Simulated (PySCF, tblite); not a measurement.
Isomers of C7H5ClO3S, one GFN2-xTB conformer each. Single-point energies are computed at PBE0/pcSseg-1 (PySCF, gas phase, no added dispersion term), electronic only.

Question: Rank them by PBE0/pcSseg-1 energy, lowest first (kcal/mol).
A. `[O:1]=[CH:2][c:3]1[cH:4][cH:5][cH:6][c:7]([S:8](=[O:9])(=[O:10])[Cl:11])[cH:12]1` with O1–C2–C3–C4 -179°, C6–C7–S8–O9 158°
B. `[CH3:1][O:2][C:3](=[O:4])[c:5]1[cH:6][cH:7][s:8][c:9]1[C:10](=[O:11])[Cl:12]` with C1–O2–C3–O4 -7°, O2–C3–C5–C6 128°, S8–C9–C10–O11 168°
C. `[O:1]=[CH:2][c:3]1[cH:4][cH:5][c:6]([S:7](=[O:8])(=[O:9])[Cl:10])[cH:11][cH:12]1` with O1–C2–C3–C4 180°, C5–C6–S7–O8 23°
D. `[O:1]=[CH:2][c:3]1[cH:4][cH:5][cH:6][cH:7][c:8]1[S:9](=[O:10])(=[O:11])[Cl:12]` with O1–C2–C3–C4 7°, C7–C8–S9–O10 138°

Answer: B (0.0), C (47.7), A (47.8), D (51.9).

As drawn, the lowest has a C(=O)–O unit, which the highest lacks; the highest has an S=O bond, which the lowest lacks. Neighbours under 2.5 kcal/mol apart (O=Cc1ccc(S(=O)(=O)Cl)cc1 and O=Cc1cccc(S(=O)(=O)Cl)c1) can change places with a better method, another conformer or zero-point energy. GFN2-xTB itself gives, in the same order: 0.0, 16.0, 16.3, 16.8. Both levels put the same isomer lowest; measured from each level's own lowest isomer, the values differ by up to 35.1 kcal/mol (O=Cc1ccccc1S(=O)(=O)Cl: 16.8 against 51.9).

Question: Which frontier levels, dipoles and rotational constants go with these structures?

Answer: 
```csv
SMILES,"HOMO (eV, PBE0/pcSseg-1)",LUMO (eV),dipole (D),"A, B, C (MHz)"
COC(=O)c1ccsc1C(=O)Cl,-7.96,-2.68,3.26,"1003, 622.8, 408.4"
O=Cc1ccc(S(=O)(=O)Cl)cc1,-8.26,-3.02,3.07,"1856, 364.6, 357.8"
O=Cc1cccc(S(=O)(=O)Cl)c1,-8.21,-2.71,5.97,"1243, 475.1, 411.0"
O=Cc1ccccc1S(=O)(=O)Cl,-8.01,-2.89,4.97,"1037, 662.6, 492.1"
```

Question: What happens when harmonic zero-point energies from GFN2-xTB frequencies are added?

Answer: 
```
                  SMILES  ZPE (kcal/mol)  electronic (kcal/mol)  with ZPE (kcal/mol)
   COC(=O)c1ccsc1C(=O)Cl            66.3                    0.0                  0.0
O=Cc1ccc(S(=O)(=O)Cl)cc1            66.6                   47.7                 48.1
O=Cc1cccc(S(=O)(=O)Cl)c1            66.6                   47.8                 48.1
  O=Cc1ccccc1S(=O)(=O)Cl            66.9                   51.9                 52.5
```

The zero-point energies span 0.6 kcal/mol. The order is unchanged.
